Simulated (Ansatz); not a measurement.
A nudged elastic band was laid between two geometries of GaH9N2O2Si (15 atoms, charge 0, multiplicity 1).

Level of theory: RKS PBE/def2-SVP (Ansatz).

| Property | Result |
| --- | --- |
| movable images | 5 |
| climbing image | yes |
| spring | 5.0 eV/Å² |
| optimiser | quadratic models (default) |
| start path | through a guess of the saddle point |
| force threshold | 0.03 eV/Å |
| iteration limit | 60 |
| end points | relaxed |

Image 0:

```xyz
15
Properties=species:S:1:pos:R:3
Ga -0.157 0.009 0.034
O -0.420 -0.841 1.684
H -1.177 -1.454 1.691
N 1.617 0.060 -0.464
H 2.309 -0.110 0.271
H 1.941 0.815 -1.074
N -1.587 0.017 -1.138
H -2.418 0.521 -0.811
H -1.376 0.336 -2.089
O -0.405 1.637 1.586
Si 0.903 2.645 1.993
H 2.101 1.861 2.452
H 1.235 3.439 0.766
H 0.489 3.579 3.096
H -0.526 0.759 2.093
```

Image 6:

```xyz
15
Properties=species:S:1:pos:R:3
Ga 0.162 0.399 0.208
O -0.734 -1.043 1.562
H -1.491 -0.887 0.903
N 1.807 -0.030 -0.509
H 1.824 -0.843 -1.133
H 2.564 -0.137 0.174
N -1.520 0.139 -0.643
H -1.501 -0.261 -1.589
H -2.087 0.995 -0.692
O 0.050 1.714 1.482
Si 0.898 3.085 1.887
H 2.372 2.811 2.095
H 0.783 4.166 0.837
H 0.346 3.631 3.181
H -0.946 -0.465 2.325
```

Task: What changes between the two ends?

Result: Bonds broken: O10–H15. Bonds formed: O2–H15.

Task: What energy profile does the band end with?

Result: It converged. The highest image is number 2 of 0 to 6, 9.4 kJ/mol above the first end and 42.9 kJ/mol above the last; the last end lies 33.5 kJ/mol below the first. The profile has 2 maxima (images 2, 4) with wells between them (image 3): this band takes more than one step, which may be the mechanism or a detour left from its start path. A vibrational analysis at the climbing image gives one clearly imaginary mode, 179i cm⁻¹: a first-order saddle point. The orbitals stay closed-shell, which can raise the energy where a bond breaks towards radicals; this wasn't checked here.

```
image  path coordinate (Å)  energy (kJ/mol)  O10–H15 (Å)  O2–H15 (Å)
    0                 0.00              0.0         1.02        1.66
    1                 1.05              3.5         1.03        1.62
    2                 2.10              9.4         1.03        1.59
    3                 3.65            -21.7         1.93        1.00
    4                 5.20            -14.9         1.77        1.00
    5                 6.75            -19.7         1.86        1.00
    6                 8.29            -33.5         2.54        0.98
```

Task: What is the geometry of the highest image?

Result: 
```xyz
15
Properties=species:S:1:pos:R:3
Ga -0.080 0.015 -0.066
O -0.397 -0.838 1.598
H -1.245 -1.316 1.638
N 1.661 0.032 -0.739
H 2.101 -0.891 -0.626
H 2.267 0.686 -0.227
N -1.544 0.050 -1.182
H -2.454 0.301 -0.786
H -1.417 0.547 -2.069
O -0.153 1.591 1.488
Si 0.821 2.820 2.136
H 2.178 2.299 2.531
H 0.967 3.854 1.061
H 0.156 3.417 3.345
H -0.332 0.704 1.988
```

The band took 36 iterations and roughly 19 core-minutes.

Run time: 5.2 min on 4 threads of Intel(R) Xeon(R) 6975P-C (Granite Rapids), with other jobs on the host, peak memory 0.26 GiB.
